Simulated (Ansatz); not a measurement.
`[OH][Al]([OH])[SeH]` + `BCl` → `ClB[SeH]` + `[OH][AlH][OH]`  (formal exchange of groups at the Se–Al bond)

Computed with Ansatz on PBE0-D4/def2-TZVP structures; ΔE is electronic, products minus reactants. CBS: MP2 limit from def2 TZ/QZ plus the TZ coupled-cluster correction, frozen cores. This one scheme is used for every species. Functionals use def2-TZVPP. B3LYP here is the variant with VWN-RPA as its local correlation; programs differ in this. For Se outer-core shells are correlated without core-valence functions, which leaves a few kJ/mol of doubt a bond. Scalar relativity is left out up to krypton. One conformer a species, not always the lowest.

```
             level  ΔE (eV)
           ωB97M-V     0.36
            revPBE     0.29
             B3LYP     0.35
RPA@PBE/def2-TZVPP     0.33
    MP2/def2-TZVPP     0.35
   CCSD/def2-TZVPP     0.39
CCSD(T)/def2-TZVPP     0.36
     HF/def2-QZVPP     0.55
```

Task: What does CCSD(T)/CBS give? (Estimate.)

Result: Computed: +0.37 eV. The listed levels differ from it by -0.01, -0.08, -0.02, -0.04, -0.02, 0.02, -0.01, 0.18 eV.

Largest T1 diagnostic among the species: 0.012.

From PBE to PBE0 (25 % exact exchange), in def2-TZVPP and without D4, ΔE moves by +0.08 eV. At CCSD(T), def2-SVP lies −0.09 eV from the extrapolated value and def2-TZVPP −0.01 eV. In def2-TZVPP, CCSD(T) changes the Hartree–Fock value by −0.18 eV (the triples alone add −0.03 eV) and MP2 by −0.19 eV.
